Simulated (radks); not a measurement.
Pt III, 76 electrons, occupied as [Xe] 4f14 5d8 (the NIST ground configuration).

All-electron calculation, Dirac Kohn-Sham, PBEsol, spin-unpolarised, spherical densities, finite nucleus; open shells fill j = l - 1/2 first; Fermi nuclear charge, rms radius 5.427 fm. Program: a radial shooting solver on a logarithmic mesh with Libxc functionals.

Energy parts (eV):
part                       energy
total                  -501687.59
kinetic                 573579.37
electron-nucleus      -1259707.90
Hartree                 194000.96
exchange-correlation     -9560.02

Orbitals (lengths in bohr, moments of r in powers of bohr; r(max) is where P^2 peaks):
\begin{tabular}{lrrrrr}
orbital & occ. & eigenvalue (eV) & <1/r> & r(max) & <r> \\ \hline
1s1/2 & 2 & -78265.31 & 93.86 & 0.01062 & 0.01716 \\
2s1/2 & 2 & -13756.95 & 23.03 & 0.06146 & 0.07172 \\
2p1/2 & 2 & -13191.24 & 23.00 & 0.04533 & 0.05907 \\
2p3/2 & 4 & -11463.34 & 18.86 & 0.05259 & 0.06750 \\
3s1/2 & 2 & -3246.830 & 8.453 & 0.1729 & 0.1866 \\
3p1/2 & 2 & -2991.809 & 8.370 & 0.1615 & 0.1768 \\
3p3/2 & 4 & -2612.031 & 7.293 & 0.1763 & 0.1923 \\
3d3/2 & 4 & -2185.445 & 7.192 & 0.1374 & 0.1676 \\
3d5/2 & 6 & -2103.553 & 6.944 & 0.1415 & 0.1724 \\
4s1/2 & 2 & -713.5783 & 3.573 & 0.3905 & 0.4151 \\
4p1/2 & 2 & -605.2397 & 3.464 & 0.3889 & 0.4180 \\
4p3/2 & 4 & -514.6982 & 3.090 & 0.4195 & 0.4519 \\
4d3/2 & 4 & -336.8010 & 2.885 & 0.4130 & 0.4618 \\
4d5/2 & 6 & -319.9608 & 2.797 & 0.4226 & 0.4731 \\
4f5/2 & 6 & -92.6455 & 2.408 & 0.3825 & 0.5125 \\
4f7/2 & 8 & -89.1900 & 2.373 & 0.3872 & 0.5198 \\
5s1/2 & 2 & -122.2972 & 1.435 & 0.8698 & 0.9525 \\
5p1/2 & 2 & -87.6441 & 1.308 & 0.9213 & 1.032 \\
5p3/2 & 4 & -72.5845 & 1.172 & 1.002 & 1.130 \\
5d3/2 & 4 & -26.7057 & 0.8570 & 1.226 & 1.527 \\
5d5/2 & 4 & -25.2009 & 0.8252 & 1.264 & 1.582 \\
\end{tabular}

The highest occupied level is 5d5/2 at -25.201 eV. Summed over all electrons, <r^2> = 42.38 bohr^2, which gives a Langevin (diamagnetic) susceptibility term of -33.6 x 10^-6 cm^3/mol. For comparison, the ionisation energy in NIST's Atomic Spectra Database is 29 eV (theoretical). In exact Kohn-Sham theory the highest level is minus the ionisation energy, but local and semilocal functionals leave it too shallow, through self-interaction and a potential that decays too fast; potentials with the right tail come closer. The electron density at the nucleus is 1.972e+06 e/bohr^3.

Beside tabulated values, note that spin-unpolarised runs miss the spin-polarisation part of the exchange energy of open shells.
